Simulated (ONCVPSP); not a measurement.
# What the settings do to the ONCV potential of silver

Base potential:

ONCVPSP 4.0.1 input, shortened (lines: element, Z, core and valence counts, functional; n l f; lmax; l rc ep ncon nbas qcut; lloc lpopt rc5 dvloc0; l nproj debl; icmod fcfact rcfact), PBEsol, scalar-relativistic:

```
  Ag 47.00    6    4  -116133      upf
    1    0    2.00
    2    0    2.00
    2    1    6.00
    3    0    2.00
    3    1    6.00
    3    2   10.00
    4    0    2.00
    4    1    6.00
    4    2   10.00
    5    0    0.50
    2
    0    1.75    0.00    4    7    8.50
    1    1.65    0.00    4    6    7.40
    2    1.20    0.00    4    7    7.30
    4    5    0.95    0.00
    0    3    0.40
    1    3    2.60
    2    2    1.20
    2    0.65    0.85
```

All-electron outer shells of the reference configuration (PBEsol, scalar-relativistic, ld1.x):

| shell | level (eV) | outermost node (bohr) | outermost maximum (bohr) |
| --- | --- | --- | --- |
| 3d | -362.36 | – | 0.27 |
| 4s | -98.90 | 0.44 | 0.82 |
| 4p | -62.46 | 0.44 | 0.87 |
| 4d | -11.38 | 0.43 | 1.04 |
| 5s | -7.71 | 1.11 | 2.43 |

Cutoffs, loose and tight: the cutoffs (Ha) at which the residual kinetic energy of the hardest occupied pseudo-wave falls to 1 and 0.1 mHa per electron. They do not see the model core or the augmentation charge, which bear on the density cutoff. Test errors are all-electron minus pseudo excitation energies from the reference, over the configurations 4s2 4p6 4d10 5s1; 4s2 4p6 4d10 5s0; 4s2 4p6 4d9 5s0; 4s2 4p6 4d9 5s1 5p1. A dash means not determined; rows that change the core or the reference have their own tests.

A true bound ghost makes a file unfit for plane-wave use even where its test errors are small: the radial tests pick states by their node count and pass the ghost by.

```json
{"change": "base", "outcome": "generated", "cutoff, loose": "54 Ha", "cutoff, tight": "111 Ha", "bound ghosts": "none", "GHOST(+) flags above zero": "s", "largest test error (meV)": "-2.4"}
{"change": "d: qcut 5.4", "outcome": "generated", "cutoff, loose": "108 Ha", "cutoff, tight": "125 Ha", "bound ghosts": "d", "GHOST(+) flags above zero": "s", "largest test error (meV)": "-2.0"}
{"change": "d: qcut 6.1", "outcome": "generated", "cutoff, loose": "102 Ha", "cutoff, tight": "122 Ha", "bound ghosts": "d", "GHOST(+) flags above zero": "s", "largest test error (meV)": "-2.2"}
{"change": "d: qcut 7.1", "outcome": "generated", "cutoff, loose": "61 Ha", "cutoff, tight": "113 Ha", "bound ghosts": "none", "GHOST(+) flags above zero": "s", "largest test error (meV)": "-2.3"}
{"change": "d: qcut 7.7", "outcome": "generated", "cutoff, loose": "35 Ha", "cutoff, tight": "104 Ha", "bound ghosts": "none", "GHOST(+) flags above zero": "s", "largest test error (meV)": "-2.4"}
{"change": "d: qcut 8.7", "outcome": "generated", "cutoff, loose": "34 Ha", "cutoff, tight": "51 Ha", "bound ghosts": "none", "GHOST(+) flags above zero": "s", "largest test error (meV)": "-2.4"}
{"change": "d: qcut 9.2", "outcome": "generated", "cutoff, loose": "34 Ha", "cutoff, tight": "42 Ha", "bound ghosts": "none", "GHOST(+) flags above zero": "s", "largest test error (meV)": "-2.4"}
{"change": "d: qcut 9.9", "outcome": "generated", "cutoff, loose": "35 Ha", "cutoff, tight": "43 Ha", "bound ghosts": "none", "GHOST(+) flags above zero": "s", "largest test error (meV)": "-2.4"}
{"change": "d: qcut 10.8", "outcome": "generated", "cutoff, loose": "36 Ha", "cutoff, tight": "45 Ha", "bound ghosts": "none", "GHOST(+) flags above zero": "s", "largest test error (meV)": "-2.5"}
```

Q: What comes out with this change to the base: d: qcut 4.2?

A: outcome: generated; cutoff, loose: 111 Ha; cutoff, tight: 128 Ha; bound ghosts: d; GHOST(+) flags above zero: s; largest test error (meV): -1.6.

Reading the sweep of the qcut of the d channel (base included, trends over the rows without a ghost): The loose cutoff is not monotonic: lowest 34 Ha at 8.7 1/bohr, highest 61 Ha at 7.1 1/bohr. The median size of the test errors (rows with all tests solved) stays near 0.8 meV. Bound ghosts are found at 4.2, 5.4, 6.1 1/bohr.
